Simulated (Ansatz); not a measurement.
The first iterations of a band of AlBH6O2 (10 atoms, charge 0, multiplicity 1).

Level of theory: Ansatz 0.2.0, RKS B3LYP-D4/6-31G*.

```json
{
 "movable images": "5",
 "climbing image": "yes",
 "spring": "5.0 eV/Å²",
 "optimiser": "quadratic models (default)",
 "start path": "straight line",
 "force threshold": "0.05 eV/Å",
 "iteration limit": "60",
 "end points": "relaxed"
}
```

Initial state:

```xyz
10
Properties=species:S:1:pos:R:3
B -0.193 0.448 0.614
O -0.507 -0.737 1.293
H -0.692 -1.459 0.680
H 1.170 0.691 0.662
H -0.457 0.590 -0.549
O -0.655 1.641 1.483
Al 1.164 2.009 1.785
H 1.601 1.509 3.220
H 1.654 3.323 1.059
H -1.181 1.279 2.217
```

Final state:

```xyz
10
Properties=species:S:1:pos:R:3
B 0.279 0.413 0.311
O -0.617 -0.998 1.217
H -1.553 -0.736 1.187
H 1.272 -0.192 0.002
H -0.570 0.605 -0.528
O 0.377 1.334 1.353
Al 0.879 2.797 2.042
H 0.545 2.985 3.580
H 1.625 3.892 1.173
H -0.334 -0.805 2.128
```

| iteration | highest image above the first end (eV) | largest band force component (eV/Å) |
| --- | --- | --- |
| 1 | 9.673 | 53.653 |
| 2 | 1.568 | 2.898 |
| 3 | 1.303 | 2.170 |
| 4 | 1.144 | 0.956 |
| 5 | 1.110 | 0.550 |
| 6 | 1.229 | 5.844 |
| 7 | 0.942 | 0.860 |
| 8 | 0.842 | 0.578 |
| 9 | 1.066 | 0.522 |

Question: Does the band converge within its limit, and where does its top end?

Answer: It converged. It ended after 28 iterations with the highest image 1.092 eV above the first end. The order of the stationary point at the top wasn't checked. The orbitals stay closed-shell, which can raise the energy where a bond breaks towards radicals; this wasn't checked here.

The run took 120 s on 2 threads of Intel(R) Xeon(R) 6975P-C (Granite Rapids), with other jobs on the host, peak memory 0.17 GiB.
